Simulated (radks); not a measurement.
Isoelectronic series with 17 electrons, all held in the configuration [Ne] 3s2 3p5, which need not be the ground one along the series. Method: non-relativistic Kohn-Sham, PBE, spin-polarised, spherical densities, point nucleus; open shells are filled with parallel spins first; computed with a radial shooting solver on a logarithmic mesh with Libxc functionals. Total energies (hartree) and mean radii <r> (bohr):

[
 {"ion": "Cl", "E (hartree)": "-459.97063", "3p down": "1.860", "3p up": "1.831"},
 {"ion": "Ar+", "E (hartree)": "-526.76506", "3p down": "1.562", "3p up": "1.547"},
 {"ion": "K2+", "E (hartree)": "-598.38424", "3p down": "1.360", "3p up": "1.351"},
 {"ion": "Ca3+", "E (hartree)": "-674.81429", "3p down": "1.210", "3p up": "1.204"},
 {"ion": "Sc4+", "E (hartree)": "-756.04675", "3p down": "1.093", "3p up": "1.089"},
 {"ion": "Ti5+", "E (hartree)": "-842.07598", "3p down": "0.9986", "3p up": "0.9951"},
 {"ion": "V6+", "E (hartree)": "-932.89803", "3p down": "0.9200", "3p up": "0.9171"},
 {"ion": "Cr7+", "E (hartree)": "-1028.50999", "3p down": "0.8534", "3p up": "0.8511"},
 {"ion": "Mn8+", "E (hartree)": "-1128.90972", "3p down": "0.7963", "3p up": "0.7944"},
 {"ion": "Fe9+", "E (hartree)": "-1234.09553", "3p down": "0.7466", "3p up": "0.7450"},
 {"ion": "Co10+", "E (hartree)": "-1344.06614", "3p down": "0.7030", "3p up": "0.7016"},
 {"ion": "Ni11+", "E (hartree)": "-1458.82049", "3p down": "0.6644", "3p up": "0.6631"},
 {"ion": "Cu12+", "E (hartree)": "-1578.35775", "3p down": "0.6299", "3p up": "0.6288"},
 {"ion": "Zn13+", "E (hartree)": "-1702.67724", "3p down": "0.5989", "3p up": "0.5979"},
 {"ion": "Ga14+", "E (hartree)": "-1831.77838", "3p down": "0.5708", "3p up": "0.5700"},
 {"ion": "Ge15+", "E (hartree)": "-1965.66071", "3p down": "0.5454", "3p up": "0.5446"}
]
